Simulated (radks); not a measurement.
Initial-state core-level shifts of the promethium ion Pm2+ when its valence configuration changes from [Xe] 4f5. Calculated with a radial shooting solver on a logarithmic mesh with Libxc functionals: Dirac Kohn-Sham, PBE, spin-unpolarised, spherical densities, finite nucleus; open shells fill j = l - 1/2 first; Fermi nuclear charge, rms radius 4.962 fm. Shifts are changes of the shell-averaged eigenvalues in eV (positive: less bound); the change of the density at the nucleus, which sets a Mossbauer isomer shift, is in e/bohr^3, on a base of 4.927e+05.

\begin{tabular}{lrrrrr}
valence & 1s & 2p & 3d & 4p & density at nucleus \\ \hline
4f4.5 5d0.5 & -2.995 & -3.215 & -3.653 & -3.414 & +10.99 \\
4f4 5d1 & -6.298 & -6.770 & -7.711 & -7.147 & +23.44 \\
4f3 5d2 & -13.662 & -14.727 & -16.857 & -15.366 & +52.21 \\
4f4 6p1 & -9.921 & -10.509 & -11.398 & -10.810 & +29.55 \\
4f3 6p2 & -21.419 & -22.767 & -24.806 & -23.185 & +67.53 \\
4f4 6s1 & -8.959 & -9.548 & -10.436 & -9.847 & +64.32 \\
4f3 6s2 & -19.583 & -20.927 & -22.954 & -21.341 & +147.20 \\
4f3 6s1 6p1 & -20.508 & -21.854 & -23.888 & -22.270 & +107.68 \\
4f4.5 6s0.5 & -4.238 & -4.510 & -4.920 & -4.676 & +29.82 \\
\end{tabular}
